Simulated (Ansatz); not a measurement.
F₂O (SMILES FOF), singlet, at a GFN2-xTB geometry. Base run: MP2/3-21G run with Ansatz (a first-principles code).

The Ansatz input:
Ansatz 0.2 input:
```yaml
crystal:
  periodic: [false, false, false]
  atoms:
    - {symbol: F, position_ang: [0.01888970, 1.09187156, -0.24723650]}
    - {symbol: O, position_ang: [-0.02243225, -0.00276003, 0.56897714]}
    - {symbol: F, position_ang: [0.00105008, -1.08941820, -0.25852096]}
basis:
  gaussian:
    orbitals: 3-21G.json
magnetization: {spin_polarized: false}
correlation: {method: mp2}
```
The basis file holds 3-21G in the JSON format of the Basis Set Exchange.

Variants of this job, named by their change:

```
change               basis functions      E (Eh)  MP2 correlation (Eh)
-------------------  ---------------  ----------  --------------------
base                              27  -272.37218              -0.36854
basis = def2-SVP                  42  -273.79116              -0.56972
basis = pcseg-1                   42  -273.93733              -0.57155
basis = cc-pVDZ                   42  -274.04160              -0.57399
basis = def2-SV(P)                42  -273.79116              -0.56972
basis = 6-311++G**                66  -274.16083              -0.62649
basis = def2-SVPD                 69  -273.83309              -0.59520
basis = aug-pcseg-1               69  -273.97091              -0.58617
basis = pc-2                      90  -274.29590              -0.72468
basis = cc-pVTZ                   90  -274.31525              -0.75163
basis = def2-TZVPP                93  -274.32618              -0.74624
basis = aug-cc-pVTZ              138  -274.33896              -0.77045
basis = def2-QZVP                171  -274.40511              -0.81377
```

Totals compare only among sets that treat the same electrons; sets with core potentials leave the core out.
